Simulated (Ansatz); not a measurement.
`O[SiH2][SiH](O)Cl`. The species carries charge 0 and has multiplicity 1. All single points use the PBE0-D4/def2-TZVP geometry. It is one conformer, not always the lowest.

```xyz
10

O    -1.097   -1.829   -0.509
Si    0.113   -1.155    0.389
Si    0.381    1.050   -0.338
O    -0.962    1.897    0.064
Cl    2.037    1.785    0.664
H    -1.352   -2.732   -0.318
H     1.404   -1.877    0.200
H    -0.199   -1.166    1.846
H     0.701    1.215   -1.780
H    -1.026    2.812   -0.218
```

Q: What is the dipole moment at B3LYP/def2-TZVPP? (Estimate.)

A: The calculation gave: 1.28 D, with components (-0.91, -0.73, -0.55) D in this frame, pointing from negative to positive charge.

Q: And with PBE, r2SCAN, ωB97M-V? (An estimate is asked.)

A: Computed: PBE 1.28 D, r2SCAN 1.32 D, ωB97M-V 1.31 D.

Q: Give the Mulliken charges with B3LYP, r2SCAN, ωB97M-V in def2-TZVPP. (Best estimate.)

A: Computed: 
```
atom  B3LYP  r2SCAN  ωB97M-V
  O1  -0.40   -0.42    -0.38
 Si2   0.40    0.42     0.32
 Si3   0.53    0.55     0.45
  O4  -0.38   -0.40    -0.36
 Cl5  -0.27   -0.27    -0.23
  H6   0.18    0.20     0.17
  H7  -0.09   -0.09    -0.05
  H8  -0.08   -0.09    -0.04
  H9  -0.09   -0.10    -0.05
 H10   0.18    0.20     0.18
```

B3LYP here is the variant with VWN-RPA as its local correlation; programs differ in this.
